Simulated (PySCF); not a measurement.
First SCF of a structure search on doublet Ti(OH)3, at a hand-made T-shaped (heavy-atom frame) geometry. PySCF input:

```python
from pyscf import gto, scf, dft
mol = gto.M(atom='''
Ti     0.000000     0.000000     0.000000
O      0.000000     0.000000     1.990000
O      1.988800     0.000000     0.069400
O     -1.988800     0.000000     0.069400
H     -0.735400     0.000000     2.607100
H      2.605500    -0.735400     0.091000
H     -2.605500     0.735400     0.091000''',
    basis={'Ti': 'def2-SVP', 'O': 'def2-SVP', 'H': 'def2-SVP'},
    charge=0, spin=1)
mf = dft.UKS(mol, xc='PBE0')
mf.grids.atom_grid = (50, 194)
aux = {'Ti': 'def2-universal-JKFIT', 'O': 'def2-universal-JKFIT', 'H': 'def2-universal-JKFIT'}
mf = mf.density_fit(auxbasis=aux)
mf.conv_tol = 1e-08
mf.diis_space = 10
mf.max_cycle = 60
mf.init_guess = 'minao'
mf.verbose = 4
mf.kernel()
```

Excerpt of the output (cycles alone):

```
init E= -1075.88310256348
cycle= 1 E= -1075.67225278485  delta_E= 0.211  |g|= 1.08  |ddm|= 1.99
cycle= 2 E= -1054.00850212362  delta_E= 21.7  |g|= 5.69  |ddm|= 3.93
cycle= 3 E= -1076.10444875074  delta_E= -22.1  |g|= 0.625  |ddm|= 3.53
cycle= 4 E= -1075.99345081739  delta_E= 0.111  |g|= 0.768  |ddm|= 0.811
cycle= 5 E= -1076.21449647929  delta_E= -0.221  |g|= 0.305  |ddm|= 0.315
cycle= 6 E= -1076.24508820447  delta_E= -0.0306  |g|= 0.203  |ddm|= 0.153
cycle= 7 E= -1076.26678828991  delta_E= -0.0217  |g|= 0.0218  |ddm|= 0.159
cycle= 8 E= -1076.26712264264  delta_E= -0.000334  |g|= 0.0229  |ddm|= 0.0484
cycle= 9 E= -1076.26747274961  delta_E= -0.00035  |g|= 0.00679  |ddm|= 0.0316
cycle= 10 E= -1076.26761710051  delta_E= -0.000144  |g|= 0.00232  |ddm|= 0.0363
cycle= 11 E= -1076.2676521053  delta_E= -3.5e-05  |g|= 0.00147  |ddm|= 0.0225
cycle= 12 E= -1076.26765847604  delta_E= -6.37e-06  |g|= 0.000501  |ddm|= 0.00801
cycle= 13 E= -1076.26766015667  delta_E= -1.68e-06  |g|= 0.000317  |ddm|= 0.00354
cycle= 14 E= -1076.26766115865  delta_E= -1e-06  |g|= 0.00024  |ddm|= 0.00277
cycle= 15 E= -1076.26766222182  delta_E= -1.06e-06  |g|= 0.000139  |ddm|= 0.00455
cycle= 16 E= -1076.26766252013  delta_E= -2.98e-07  |g|= 0.000102  |ddm|= 0.00212
cycle= 17 E= -1076.26766264929  delta_E= -1.29e-07  |g|= 8.76e-05  |ddm|= 0.00109
cycle= 18 E= -1076.26766282676  delta_E= -1.77e-07  |g|= 7.26e-05  |ddm|= 0.00206
cycle= 19 E= -1076.26766289496  delta_E= -6.82e-08  |g|= 4.85e-05  |ddm|= 0.00149
cycle= 20 E= -1076.2676629058  delta_E= -1.08e-08  |g|= 3.99e-05  |ddm|= 0.000394
cycle= 21 E= -1076.26766291349  delta_E= -7.69e-09  |g|= 2.13e-05  |ddm|= 0.000299
Extra cycle  E= -1076.2676629174  delta_E= -3.91e-09  |g|= 2.03e-05  |ddm|= 0.000133
converged SCF energy = -1076.2676629174  <S^2> = 0.76090958  2S+1 = 2.01088
```

No lower solution of this spin was found from smeared starts or by a stability analysis within the unrestricted form.

Open d and f shells are described by one determinant, and the ground state may have another occupation or spin.

The search for the lowest solution, 3 starts and the stability check together, took 26 s on 2 threads of a shared Arm Neoverse V1 host, with 88 basis functions; the process peaked at 0.64 GiB. Launch command: `OMP_NUM_THREADS=2 python axn.py task.json out`.
